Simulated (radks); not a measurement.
Results of a calculation; reference values are marked as such.
Excited configurations of neutral cerium: one electron is placed in a higher orbital outside [Xe] 4f1 5d2. The ground configuration is [Xe] 4f1 5d1 6s2. Level of theory: scalar-relativistic Kohn-Sham, PBEsol, spin-polarised, spherical densities, finite nucleus; open shells are filled with parallel spins first (spin-orbit coupling, left out, can overturn this in heavy ions); Fermi nuclear charge, rms radius 4.8771 fm (a radial shooting solver on a logarithmic mesh with Libxc functionals). Excitation = E - E(ground); binding = E(ion) - E, where the ion is the core of charge +1; n* = 1/sqrt(2 binding) in atomic units, and the quantum defect is n - n*.

\begin{tabular}{lrrrrr}
outer orbital & excitation (eV) & binding (eV) & n* & quantum defect & <r> (bohr) \\ \hline
5f & 4.750 & 0.956 & 3.772 & 1.228 & 16.61 \\
6s & -0.045 & 5.752 & 1.538 & 4.462 & 4.373 \\
6p & 2.354 & 3.353 & 2.014 & 3.986 & 5.872 \\
6f & 5.037 & 0.669 & 4.509 & 1.491 & 28.16 \\
7s & 3.599 & 2.107 & 2.541 & 4.459 & 10.49 \\
7p & 4.126 & 1.580 & 2.934 & 4.066 & 13.27 \\
7d & 4.765 & 0.942 & 3.800 & 3.200 & 21.37 \\
7f & 5.215 & 0.492 & 5.261 & 1.739 & 42.00 \\
\end{tabular}

The Delta-SCF ionisation energy is 5.707 eV (NIST Atomic Spectra Database: 5.539 eV, measured). Self-interaction in the functional shifts the binding energies and quantum defects, so they are the method's values and not measured ones. Open shells are spherical and high-spin; term and fine-structure splittings are not resolved. Spin-orbit splitting is averaged out at the scalar-relativistic level. A negative excitation energy means that this level of theory puts the configuration below the NIST ground configuration.
